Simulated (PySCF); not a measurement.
**Functional dependence of a UV spectrum**

Compound: 1,2-dibromopropane, C₃H₆Br₂.
Numbering: `[CH3:1][C@@H:2]([Br:3])[CH2:4][Br:5]` (hydrogens: H6, H7, H8 on C1; H9 on C2; H10, H11 on C4)

Linear-response calculations in the def2-SVPD basis (PySCF; singlets by full response, triplets Tamm–Dancoff, core orbitals frozen in the response; HF means time-dependent Hartree–Fock). 'Strongest' is the level of largest summed f among the singlets computed (10 roots, of which the last may lack a degenerate partner); it can jump between rows when another state enters that window. S1 is the lowest singlet of each run and needn't be the same state throughout; f(S1) is that of one state. Geometry: PBE0-D3(BJ)/def2-SVP, one conformer, isolated molecule. The LDA/def2-SVPD calculation is non-relativistic and has no spin–orbit coupling, an omission that weighs most on bromine.

```csv
functional,kind,S1 (eV),f(S1),strongest (eV),T1 (eV),HOMO (eV),gap (eV),"ionisation energy, ΔSCF (eV)"
LDA,LDA,5.15,0.001,6.93,4.81,-7.01,4.95,not settled
PBE,GGA,5.21,0.000,5.34,4.80,-6.87,5.02,10.27
B3LYP,"global hybrid, 20% exact exchange",5.72,0.013,6.96,5.16,-7.88,6.76,10.02
PBE0,"global hybrid, 25% exact exchange",5.88,0.013,7.25,5.25,-8.15,7.27,10.10
BHandHLYP,"global hybrid, 50% exact exchange",6.24,0.003,7.97,5.57,-9.27,9.39,10.39
wB97X-D,range-separated hybrid,6.05,0.002,7.91,5.42,-10.03,10.86,10.42
LC-wPBE,range-separated hybrid,6.21,0.000,8.44,5.49,-10.88,12.14,10.84
HF,Hartree–Fock,6.90,0.000,9.21,6.08,-11.08,13.10,not settled
```

What does CAM-B3LYP (range-separated hybrid) give?

S1 (eV) 6.00, f(S1) 0.002, strongest (eV) 7.72, T1 (eV) 5.36, HOMO (eV) -9.48, gap (eV) 9.63, ionisation energy, ΔSCF (eV) 10.44. S1 runs from 5.15 eV (LDA) to 6.90 eV (HF), a spread of 1.75 eV, while the orbital gap spreads over 8.1 eV. Along PBE (0%), B3LYP (20%), PBE0 (25%), BHandHLYP (50%), HF (100%) S1 rises with the share of exact exchange. −ε(HOMO) comes closest to its own ΔSCF ionisation energy with LC-wPBE (+0.04 eV) and misses most with PBE (-3.40 eV). 'Not settled' means that the ion's SCF failed to converge or may have ended in another state than the lowest.
